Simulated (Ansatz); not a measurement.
AlB₁₂⁻, relaxed as a triplet with UKS PBE-D4/def2-SVP in Ansatz, starting from the PBE-D4/def2-SVP geometry of the charge -1 singlet. Force threshold 0.03 eV/Å.

The relaxation made no stability test and no search for a lower SCF solution. The structure comes from a short search, and lower isomers may exist.

Start:

```xyz
13

Al   -2.119    0.378    1.778
B     0.792   -0.142   -0.666
B    -0.470   -0.105    2.766
B     2.137   -0.379   -1.794
B    -0.623    0.323   -2.028
B     2.523   -0.602   -0.311
B     0.025   -0.093    1.086
B    -1.027    0.275   -0.244
B     0.808    0.013   -2.484
B    -2.103    0.639   -1.481
B    -2.725    0.675   -0.084
B     0.981   -0.444    2.421
B     1.801   -0.536    1.040
```

```json
{"step": "1", "energy (eV)": "-14683.9552", "largest force component (eV/Å)": "1.557", "SCF passes": "28"}
{"step": "2", "energy (eV)": "-14684.0596", "largest force component (eV/Å)": "0.565", "SCF passes": "27"}
{"step": "3", "energy (eV)": "-14684.1015", "largest force component (eV/Å)": "0.253", "SCF passes": "26"}
{"step": "4", "energy (eV)": "-14684.1064", "largest force component (eV/Å)": "0.164", "SCF passes": "27"}
{"step": "5", "energy (eV)": "-14684.1081", "largest force component (eV/Å)": "0.057", "SCF passes": "28"}
{"step": "6", "energy (eV)": "-14684.1084", "largest force component (eV/Å)": "0.016", "SCF passes": "22"}
{"step": "7", "energy (eV)": "-14684.1089", "largest force component (eV/Å)": "0.027", "SCF passes": "25"}
{"step": "8", "energy (eV)": "-14684.1107", "largest force component (eV/Å)": "0.049", "SCF passes": "26"}
{"step": "9", "energy (eV)": "-14684.1171", "largest force component (eV/Å)": "0.083", "SCF passes": "29"}
{"step": "10", "energy (eV)": "-14684.1200", "largest force component (eV/Å)": "0.081", "SCF passes": "28"}
{"step": "11 (rejected)", "energy (eV)": "-14684.1177", "largest force component (eV/Å)": "0.309", "SCF passes": "31"}
{"step": "12", "energy (eV)": "-14684.1316", "largest force component (eV/Å)": "0.072", "SCF passes": "30"}
{"step": "13", "energy (eV)": "-14684.1334", "largest force component (eV/Å)": "0.221", "SCF passes": "29"}
{"step": "14 (rejected)", "energy (eV)": "-14684.1272", "largest force component (eV/Å)": "0.186", "SCF passes": "26"}
{"step": "15", "energy (eV)": "-14684.1375", "largest force component (eV/Å)": "0.097", "SCF passes": "26"}
{"step": "16", "energy (eV)": "-14684.1379", "largest force component (eV/Å)": "0.072", "SCF passes": "27"}
{"step": "17", "energy (eV)": "-14684.1385", "largest force component (eV/Å)": "0.039", "SCF passes": "27"}
{"step": "18", "energy (eV)": "-14684.1388", "largest force component (eV/Å)": "0.007", "SCF passes": "25"}
```

Force components are those of the run's own axes.

End:

| atom | x (Å) | y (Å) | z (Å) |
| --- | --- | --- | --- |
| Al1 | -2.3042 | 0.0585 | 1.8370 |
| B2 | 0.8032 | -0.1569 | -0.6785 |
| B3 | -0.4924 | 0.0319 | 2.7212 |
| B4 | 2.1526 | -0.4225 | -1.8184 |
| B5 | -0.6249 | 0.3299 | -2.0079 |
| B6 | 2.5171 | -0.6390 | -0.3370 |
| B7 | 0.0547 | -0.0813 | 1.0386 |
| B8 | -0.9711 | 0.2795 | -0.2593 |
| B9 | 0.8179 | -0.0416 | -2.4874 |
| B10 | -2.0618 | 0.7179 | -1.4412 |
| B11 | -2.6501 | 0.7908 | -0.0095 |
| B12 | 0.9752 | -0.3502 | 2.4021 |
| B13 | 1.7839 | -0.5171 | 1.0404 |

By distances, no bond broke or formed. The bond that changes most is Al1–B8, from 2.30 to 2.49 Å (atoms count from 1).

The force fell under the threshold at step 6, but the optimiser went on and released 0.030 eV more. No frequencies were taken in this run, so the end may be a saddle point.

It took 76 s on 4 threads of Arm Neoverse V1 on a shared host.
